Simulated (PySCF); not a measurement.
A structure optimised at B3LYP-D3(BJ)/def2-SVP, used in a PySCF frequency run:

```
C
H 1 1.0965
C 1 1.5076 2 113.60
H 3 1.0921 1 118.58 2 2.27
C 3 1.4999 4 119.16 1 70.23
H 5 1.0937 3 118.34 4 1.75
H 5 1.0938 6 114.62 3 -143.74
C 1 1.5151 2 114.16 3 146.63
H 8 1.1020 1 110.08 2 -172.72
H 8 1.1042 9 105.94 1 -118.81
Cl 3 1.7774 4 110.48 5 144.65
Si 8 1.8933 9 108.52 10 -116.86
H 12 1.4927 8 110.32 9 -60.13
H 12 1.4928 13 108.80 8 -121.16
H 12 1.4939 13 108.35 14 -117.96
```

Question: Write its SMILES and formula.

Answer: [SiH3]C[C@@H]1C[C@@H]1Cl, C4H9ClSi

Question: What are its rotational constants (standard atomic weights)?

Answer: 4.9764, 1.0443, 0.94012 GHz
